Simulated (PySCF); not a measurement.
# SbH⁺: input and log

State: ²Π (doublet), unpaired electrons π ↑.

An equivalent input (the run itself took its basis sets from the Basis Set Exchange, started from a PBE0 density and held the occupation σ 5α 5β, πx 2α 2β, πy 3α 2β, δx 1α 1β, δy 1α 1β):

```python
from pyscf import gto, scf
mol = gto.M(atom='Sb 0 0 0; H 0 0 1.722', basis={'Sb': 'def2-SVPD', 'H': 'def2-SVPD'}, ecp={'Sb': 'def2-SVPD'},
            charge=1, spin=1, verbose=4, symmetry='C2v')
mf = scf.UHF(mol)
mf.irrep_nelec = {'A1': (6, 6), 'A2': (1, 1), 'B1': (2, 2), 'B2': (3, 2)}
mf.conv_tol = 1e-9
mf.max_cycle = 60
mf.diis_space = 10
mf.kernel()
```

The log (some set-up lines and the per-cycle HOMO/LUMO lines removed):

```
******** <class 'pyscf.scf.uhf_symm.SymAdaptedUHF'> ********
method = SymAdaptedUHF
damping factor = 0
level_shift factor = 0
DIIS = <class 'pyscf.scf.diis.CDIIS'>
diis_start_cycle = 1
diis_space = 10
diis_damp = 0
SCF conv_tol = 1e-09
SCF conv_tol_grad = None
SCF max_cycles = 60
number electrons alpha = 12  beta = 11
Set gradient conv threshold to 3.16228e-05
init E= -239.513029532679
cycle= 1 E= -239.519512443691  delta_E= -0.00648  |g|= 0.0217  |ddm|= 0.298
cycle= 2 E= -239.519944604488  delta_E= -0.000432  |g|= 0.00604  |ddm|= 0.0685
cycle= 3 E= -239.519993138555  delta_E= -4.85e-05  |g|= 0.00128  |ddm|= 0.02
cycle= 4 E= -239.519995638347  delta_E= -2.5e-06  |g|= 0.00048  |ddm|= 0.00333
cycle= 5 E= -239.519996079062  delta_E= -4.41e-07  |g|= 7.88e-05  |ddm|= 0.00172
cycle= 6 E= -239.519996092817  delta_E= -1.38e-08  |g|= 2.44e-05  |ddm|= 0.000304
cycle= 7 E= -239.519996094751  delta_E= -1.93e-09  |g|= 1.48e-05  |ddm|= 8.4e-05
cycle= 8 E= -239.519996095892  delta_E= -1.14e-09  |g|= 6.67e-06  |ddm|= 9.16e-05
cycle= 9 E= -239.51999609615  delta_E= -2.58e-10  |g|= 1.37e-06  |ddm|= 5.82e-05
Extra cycle  E= -239.519996096154  delta_E= -4.01e-12  |g|= 8.61e-07  |ddm|= 2.61e-06
converged SCF energy = -239.519996096154  <S^2> = 0.76153299  2S+1 = 2.0114999
```

Repeating this along the bond gives Re = 1.701 Å and ωe = 2102 cm⁻¹.

A point of this curve took 0.068 CPU seconds beside 0.064 for the integrals (shared host).

Spin–orbit coupling is left out. The state was picked by a PBE0 search and need not be the measured ground state.
